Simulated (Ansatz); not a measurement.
One change: `B[SiH2]N[SiH2]F` becomes `FCN[SiH2]F`.

Ansatz, PBE0-D4/def2-TZVP geometries, multiplicity 1. Each molecule was computed in one conformer, which needn't be the lowest.

| property | `B[SiH2]N[SiH2]F` |
| --- | --- |
| HOMO–LUMO gap (ωB97M-V/def2-TZVPP) / eV | 10.70 |
| size of the dipole moment (PBE/def2-TZVPP) / D | 2.45 |
| HOMO energy (PBE0/def2-TZVPP) / eV | -7.76 |
| size of the dipole moment (ωB97M-V/def2-TZVPP) / D | 2.46 |
| LUMO energy (B3LYP/def2-TZVPP) / eV | -1.41 |
| HOMO energy (PBE/def2-TZVPP) / eV | -6.45 |

Problem. What does the change do to each property? (Estimate.)

Solution. The calculation gave: 
```
                                          property  `FCN[SiH2]F`  shift
           HOMO–LUMO gap (ωB97M-V/def2-TZVPP) / eV         12.97   2.27
    size of the dipole moment (PBE/def2-TZVPP) / D          2.63   0.18
                HOMO energy (PBE0/def2-TZVPP) / eV         -8.44  -0.68
size of the dipole moment (ωB97M-V/def2-TZVPP) / D          2.76   0.30
               LUMO energy (B3LYP/def2-TZVPP) / eV          0.32   1.73
                 HOMO energy (PBE/def2-TZVPP) / eV         -6.98  -0.53
```

With PBE0 the HOMO falls by 0.68 eV and the LUMO rises by 1.84 eV, so the gap widens by about 2.52 eV. PBE moves the HOMO by -0.53 eV and ωB97M-V by -0.81 eV. Dipoles are sizes alone; their direction can turn.

B3LYP here is the variant with VWN-RPA as its local correlation; programs differ in this.
